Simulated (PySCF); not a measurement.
## Where the electron goes

Compound: H9NOSi3.
Geometry (GFN2-xTB, Å), atoms numbered from 1 in this order:
```
atom  x, y, z in Å
N1    -3.0564    0.0964    0.1525
Si2   -1.5514   -0.5920    0.6504
Si3    0.0463    0.9046   -0.0320
O4     1.4683    0.2036    0.3328
Si5    2.9813   -0.3507    0.3647
H6    -3.8996   -0.4383    0.2833
H7    -3.2457    1.0663    0.3457
H8    -1.5614   -1.9080   -0.0083
H9    -1.5045   -0.9038    2.1000
H10    0.0832    2.1970    0.6751
H11    0.1091    1.2329   -1.4638
H12    3.1307   -1.2637   -0.7673
H13    3.8926    0.7870    0.2533
H14    3.1068   -1.0318    1.6515
```

Computed with TDDFT B3LYP/def2-SVPD, vertical, gas phase, core orbitals frozen in the response (PySCF 2.14.0, density-fitted response routines).

Kohn–Sham orbitals with the atoms that hold most of them (Löwdin shares over 4%, at most four atoms; ? is withheld):

| orbital | ε (eV) | atoms |
| --- | --- | --- |
| LUMO+2 | 0.24 | Si2 30%, Si3 28%, H9 10%, H11 9% |
| LUMO+1 | 0.10 | Si5 20%, Si2 19%, Si3 16%, H12 6% |
| LUMO | -0.97 | ? |
| HOMO | ? | ? |
| HOMO-1 | -7.82 | O4 23%, Si2 18%, Si3 17%, N1 13% |
| HOMO-2 | -8.21 | O4 35%, Si3 15%, Si5 12%, H11 11% |
| HOMO-3 | -9.15 | Si5 23%, H13 18%, O4 15%, H14 11% |

Task: Give the leading atoms of the LUMO.

Result: Si3 (bonded to O, Si and 2 H) 24%; Si2 (bonded to N, Si and 2 H) 21%; H10 (bonded to Si) 7%; Si5 (bonded to O and 3 H) 6%. By element: silicon 52%, hydrogen 7% or more.

Task: Which atoms hold the HOMO, and with what shares?

Result: N1 (bonded to Si and 2 H) 54%; Si2 (bonded to N, Si and 2 H) 15%; H9 (bonded to Si) 10%; H6 (bonded to N) 5%. By element: nitrogen 54%, hydrogen 15% or more, silicon 15% or more.

Task: What is the HOMO energy, and the HOMO–LUMO gap?

Result: ε(HOMO) = -7.11 eV; the gap is 6.14 eV (0.2256 hartree).

Task: How does S1 compare with the orbital gap of 6.14 eV?

Result: S1 is at 5.13 eV (f = 0.0033), 1.01 eV below the gap, made of HOMO→LUMO (98%). Without the coupling terms of the response equations the lowest excitation would equal the gap.

Task: Give energy, strength and leading configuration of S1, S2, S3, S4 and S7, and follow the Löwdin shares of the leading atoms from the occupied to the empty orbital.

Result: 
- S1 (5.13 eV, f 0.0033), HOMO→LUMO (98%): N1 54% → at most 7%, Si2 15% → 21%, Si3 at most 6% → 24%
- S2 (5.89 eV, f 0.024), HOMO-1→LUMO (97%): O4 23% → at most 7%, Si2 18% → 21%, Si3 17% → 24%
- S3 (6.27 eV, f 0.0024), HOMO-2→LUMO (97%): O4 35% → at most 7%, Si3 15% → 24%, Si2 at most 11% → 21%
- S4 (6.41 eV, f 0.011), HOMO→LUMO+1 (81%): N1 54% → at most 6%, Si2 15% → 19%, Si5 at most 6% → 20%
- S7 (7.04 eV, f 0.0027), HOMO-1→LUMO+1 (86%): O4 23% → at most 6%, Si2 18% → 19%, Si5 at most 13% → 20%

Löwdin shares depend on the basis, the more so with diffuse functions.

One conformer stands for the species.
